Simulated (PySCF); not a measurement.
BF3H3N, SMILES [NH3+][B-](F)(F)F. Atoms are numbered in the order given.

```xyz
8

B      0.0000     0.0000    -0.2142
F      1.1486     0.6631    -0.5412
F     -1.1486     0.6631    -0.5412
F      0.0000    -1.3263    -0.5412
N      0.0000     0.0000     1.4624
H      0.0000     0.9576     1.8155
H     -0.8293    -0.4788     1.8155
H      0.8293    -0.4788     1.8155
```

Geometry: PBE0-D3(BJ)/def2-SVP.

Computed with PBE0-D3(BJ)/def2-SVP (PySCF).

Harmonic, unscaled wavenumbers; measured fundamentals usually lie a few per cent lower.

Modes within 1.5 cm⁻¹ of each other (mostly degenerate sets) share a row, with their intensities summed.

Question: Estimate the vibrational spectrum. (Estimate from the structure and the level; the computed values follow.)

Answer: 
```tsv
mode	ν (cm⁻¹)	IR (km/mol)	moving atoms (share of kinetic energy)
1	105	0.0	H 97 %
2–3	275	24.1	F 57 %, H 23 %, N 18 %
4–5	451	1.2	F 83 %, H 8 %, B 8 %
6	453	2.0	N 58 %, F 27 %, H 15 %
7	690	108.5	F 55 %, B 38 %
8–9	799	5.3	H 63 %, N 21 %, F 16 %
10	911	276.8	F 51 %, B 49 %
11	1284	207.5	H 81 %, N 18 %
12–13	1305	744.4	B 76 %, F 20 %
14–15	1612	43.6	H 95 %
16	3497	20.6	H 98 %
17–18	3631	136.9	H 92 %, N 8 %
```
